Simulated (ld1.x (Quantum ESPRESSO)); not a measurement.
An all-electron radial function and its pseudo partner (lithium)

Columns: radius, all-electron u(r) and pseudo u(r) of the 2s shell (level -3.14 eV) of lithium in the configuration [He] 2s0.5 2p0.5; revPBE, scalar-relativistic, TM semilocal scheme, ld1.x (Quantum ESPRESSO) 7.5.

| r (bohr) | all-electron | pseudo |
| --- | --- | --- |
| 0.210 | 0.1770 | -0.0295 |
| 0.420 | 0.1693 | -0.0603 |
| 0.630 | 0.0928 | -0.0937 |
| 0.840 | -0.0047 | -0.1312 |
| 1.050 | -0.1026 | -0.1744 |
| 1.260 | -0.1920 | -0.2240 |
| 1.470 | -0.2694 | -0.2790 |
| 1.680 | -0.3336 | -0.3348 |
| 1.890 | -0.3858 | -0.3858 |
| 2.100 | -0.4292 | -0.4292 |
| 2.310 | -0.4639 | -0.4639 |
| 2.520 | -0.4896 | -0.4896 |
| 2.730 | -0.5069 | -0.5069 |
| 2.940 | -0.5168 | -0.5168 |
| 3.150 | -0.5200 | -0.5200 |
| 3.360 | -0.5175 | -0.5175 |
| 3.570 | -0.5101 | -0.5101 |
| 3.780 | -0.4987 | -0.4987 |
| 3.990 | -0.4839 | -0.4839 |
| 4.200 | -0.4665 | -0.4665 |
| 4.410 | -0.4471 | -0.4471 |
| 4.620 | -0.4263 | -0.4263 |
| 4.830 | -0.4046 | -0.4046 |
| 5.040 | -0.3825 | -0.3825 |
| 5.250 | -0.3603 | -0.3603 |
| 5.460 | -0.3383 | -0.3383 |

(1) How many radial nodes do the two functions have?

(2) At about which radius was the pseudo-wave matched?

(3) Where does each function peak?

(4) Is the pseudo-wave norm-conserving?

## Answers

(1) The all-electron 2s function has n − l − 1 = 1; the pseudo-wave has 0, since the states of the same l below it are removed with the core.

(2) 1.95 bohr, where the columns begin to agree (steps of 0.21 bohr).

(3) Outermost all-electron maximum near 3.15 bohr, pseudo maximum near 3.15 bohr (to the table’s step).

(4) Yes: the TM semilocal scheme keeps the norm inside the radius equal to the all-electron one, which fixes the energy derivative of the logarithmic derivative at the level.
